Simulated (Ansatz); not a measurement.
Start from `BC(=C)BO` and change one atom or group to get `BC(=C)[NH][GeH3]`.

Ansatz, PBE0-D4/def2-TZVP geometries, multiplicity 1. Each molecule was computed in one conformer, which needn't be the lowest.

Scalar relativity is left out up to krypton.

| property | `BC(=C)BO` |
| --- | --- |
| HOMO–LUMO gap (ωB97M-V/def2-TZVPP) / eV | 10.26 |
| HOMO–LUMO gap (B3LYP/def2-TZVPP) / eV | 5.54 |
| HOMO–LUMO gap (PBE0/def2-TZVPP) / eV | 5.92 |
| LUMO energy (PBE0/def2-TZVPP) / eV | -2.44 |
| HOMO energy (PBE0/def2-TZVPP) / eV | -8.36 |
| size of the dipole moment (B3LYP/def2-TZVPP) / D | 1.64 |

Problem. Give the same properties after the change, and the shifts. (Estimate.)

Solution. The calculation gave: 
| property | `BC(=C)[NH][GeH3]` | shift |
| --- | --- | --- |
| HOMO–LUMO gap (ωB97M-V/def2-TZVPP) / eV | 8.40 | -1.86 |
| HOMO–LUMO gap (B3LYP/def2-TZVPP) / eV | 3.92 | -1.62 |
| HOMO–LUMO gap (PBE0/def2-TZVPP) / eV | 4.32 | -1.60 |
| LUMO energy (PBE0/def2-TZVPP) / eV | -1.91 | 0.53 |
| HOMO energy (PBE0/def2-TZVPP) / eV | -6.22 | 2.14 |
| size of the dipole moment (B3LYP/def2-TZVPP) / D | 1.46 | -0.18 |

With PBE0 the HOMO rises by 2.14 eV and the LUMO rises by 0.53 eV, so the gap narrows by about 1.61 eV. PBE moves the HOMO by 1.78 eV and ωB97M-V by 2.30 eV. Dipoles are sizes alone; their direction can turn.

B3LYP here is the variant with VWN-RPA as its local correlation; programs differ in this.
